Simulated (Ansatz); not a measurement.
Harmonic vibrations of the cluster Ag₂Cl₂⁺ by finite differences.

```yaml
crystal:
  periodic: [false, false, false]
  atoms:
    - {symbol: Ag, position_ang: [-0.142660, 0.130068, -1.586471]}
    - {symbol: Ag, position_ang: [0.141305, -0.129637, 1.586592]}
    - {symbol: Cl, position_ang: [0.410046, 1.796601, 0.110502]}
    - {symbol: Cl, position_ang: [-0.408680, -1.797042, -0.110613]}
basis:
  gaussian: {orbitals: def2-SVP}
total_charge: 1
magnetization: {spin_polarized: true, initial_magnetization: 1}
hamiltonian: {xc: r2scan, dispersion: d4}
scf: {omitted_lower_state_checks: [starts]}
phonons: {temperatures: {t_min: 298.15, t_max: 900, t_step: 200}}
```

```sh
$ ansatz run in.yaml --threads 4 --pin off --events-out ev --progress --plain --max-ram 3916MiB
```

Output, abridged:

```
Functional definition: r2SCAN
  name "r2SCAN"
  cite "Furness, Kaplan, Ning, Perdew & Sun, J. Phys. Chem. Lett. 11, 8208 (2020) doi:10.1021/acs.jpclett.0c02405"
  cite "Furness, Kaplan, Ning, Perdew & Sun, J. Phys. Chem. Lett. 11, 9248 (2020) doi:10.1021/acs.jpclett.0c03077"
  parent r2scan
  parameter k0 = 0.174
  parameter k1 = 0.065
  parameter a1 = 4.9479
  exchange = r2scan_x(k0 = k0, k1 = k1, a1 = a1)
  correlation = r2scan_c
these checks for a lower state are left out or cut short: starts
mean field -33030.88818441 eV, -1213.8627516369 hartree, gradient 2.4e-5 eV, S^2 0.754107; 0 other end points of the search recorded, 0 dependent functions left out
the calculation of the forces begins
these checks for a lower state are left out or cut short: stability, starts, cluster_reference, orbital_swaps, neighbouring_geometries, increment
mean field -33030.88818037 eV, -1213.8627514884 hartree, gradient 1.1e-6 eV, S^2 0.754107; 0 other end points of the search recorded, 0 dependent functions left out
the calculation of the forces begins
these checks for a lower state are left out or cut short: stability, starts, cluster_reference, orbital_swaps, neighbouring_geometries, increment
mean field -33030.88818550 eV, -1213.8627516771 hartree, gradient 1.0e-6 eV, S^2 0.754108; 0 other end points of the search recorded, 0 dependent functions left out
the calculation of the forces begins
these checks for a lower state are left out or cut short: stability, starts, cluster_reference, orbital_swaps, neighbouring_geometries, increment
mean field -33030.88816888 eV, -1213.8627510662 hartree, gradient 2.1e-6 eV, S^2 0.754108; 0 other end points of the search recorded, 0 dependent functions left out
the calculation of the forces begins
these checks for a lower state are left out or cut short: stability, starts, cluster_reference, orbital_swaps, neighbouring_geometries, increment
mean field -33030.88816460 eV, -1213.8627509089 hartree, gradient 2.0e-6 eV, S^2 0.754107; 0 other end points of the search recorded, 0 dependent functions left out
the calculation of the forces begins
these checks for a lower state are left out or cut short: stability, starts, cluster_reference, orbital_swaps, neighbouring_geometries, increment
mean field -33030.88812995 eV, -1213.8627496354 hartree, gradient 1.5e-6 eV, S^2 0.754099; 0 other end points of the search recorded, 0 dependent functions left out
the calculation of the forces begins
these checks for a lower state are left out or cut short: stability, starts, cluster_reference, orbital_swaps, neighbouring_geometries, increment
mean field -33030.88820731 eV, -1213.8627524786 hartree, gradient 1.5e-6 eV, S^2 0.754115; 0 other end points of the search recorded, 0 dependent functions left out
the calculation of the forces begins
these checks for a lower state are left out or cut short: stability, starts, cluster_reference, orbital_swaps, neighbouring_geometries, increment
mean field -33030.88818670 eV, -1213.8627517211 hartree, gradient 1.0e-6 eV, S^2 0.754108; 0 other end points of the search recorded, 0 dependent functions left out
the calculation of the forces begins
these checks for a lower state are left out or cut short: stability, starts, cluster_reference, orbital_swaps, neighbouring_geometries, increment
mean field -33030.88817918 eV, -1213.8627514447 hartree, gradient 1.1e-6 eV, S^2 0.754107; 0 other end points of the search recorded, 0 dependent functions left out
the calculation of the forces begins
these checks for a lower state are left out or cut short: stability, starts, cluster_reference, orbital_swaps, neighbouring_geometries, increment
mean field -33030.88815978 eV, -1213.8627507318 hartree, gradient 2.0e-6 eV, S^2 0.754107; 0 other end points of the search recorded, 0 dependent functions left out
the calculation of the forces begins
[...]
the calculation of the forces begins
these checks for a lower state are left out or cut short: stability, starts, cluster_reference, orbital_swaps, neighbouring_geometries, increment
mean field -33030.88817184 eV, -1213.8627511748 hartree, gradient 1.6e-6 eV, S^2 0.754108; 0 other end points of the search recorded, 0 dependent functions left out
the calculation of the forces begins
these checks for a lower state are left out or cut short: stability, starts, cluster_reference, orbital_swaps, neighbouring_geometries, increment
mean field -33030.88817491 eV, -1213.8627512878 hartree, gradient 1.8e-6 eV, S^2 0.754107; 0 other end points of the search recorded, 0 dependent functions left out
the calculation of the forces begins
these checks for a lower state are left out or cut short: stability, starts, cluster_reference, orbital_swaps, neighbouring_geometries, increment
mean field -33030.88818310 eV, -1213.8627515888 hartree, gradient 2.6e-6 eV, S^2 0.754105; 0 other end points of the search recorded, 0 dependent functions left out
the calculation of the forces begins
these checks for a lower state are left out or cut short: stability, starts, cluster_reference, orbital_swaps, neighbouring_geometries, increment
mean field -33030.88818218 eV, -1213.8627515549 hartree, gradient 1.1e-6 eV, S^2 0.754110; 0 other end points of the search recorded, 0 dependent functions left out
the calculation of the forces begins
these checks for a lower state are left out or cut short: stability, starts, cluster_reference, orbital_swaps, neighbouring_geometries, increment
mean field -33030.88816687 eV, -1213.8627509925 hartree, gradient 2.0e-6 eV, S^2 0.754097; 0 other end points of the search recorded, 0 dependent functions left out
the calculation of the forces begins
these checks for a lower state are left out or cut short: stability, starts, cluster_reference, orbital_swaps, neighbouring_geometries, increment
mean field -33030.88815405 eV, -1213.8627505212 hartree, gradient 1.7e-6 eV, S^2 0.754117; 0 other end points of the search recorded, 0 dependent functions left out
the calculation of the forces begins
these checks for a lower state are left out or cut short: stability, starts, cluster_reference, orbital_swaps, neighbouring_geometries, increment
mean field -33030.88817474 eV, -1213.8627512815 hartree, gradient 1.8e-6 eV, S^2 0.754107; 0 other end points of the search recorded, 0 dependent functions left out
the calculation of the forces begins
these checks for a lower state are left out or cut short: stability, starts, cluster_reference, orbital_swaps, neighbouring_geometries, increment
mean field -33030.88817203 eV, -1213.8627511821 hartree, gradient 1.6e-6 eV, S^2 0.754108; 0 other end points of the search recorded, 0 dependent functions left out
the calculation of the forces begins
Total energy: -33030.92482596 eV, -1213.8640981892 hartree
Atom 0 at    -0.142660     0.130068    -1.586471 Å, force    -0.000976     0.000805    -0.014892 eV/Å
Atom 1 at     0.141305    -0.129637     1.586592 Å, force     0.001455    -0.002729     0.014968 eV/Å
Atom 2 at     0.410046     1.796601     0.110502 Å, force    -0.001030    -0.002285    -0.000718 eV/Å
Atom 3 at    -0.408680    -1.797042    -0.110613 Å, force     0.000552     0.004209     0.000643 eV/Å
Dipole moment:    -0.000851     0.000248     0.000074 e Å
Vibrations: 55.74 81.77 183.48 204.69 263.21 286.71 cm⁻¹, zero-point energy 0.066678 eV
Checks for a lower state left out: starts
```

It took 100 s on 4 threads of Arm Neoverse N1 on a shared host.

In the def2 sets Ag takes a core potential; there is no spin–orbit coupling. The structure comes from a short search, and lower isomers may exist.
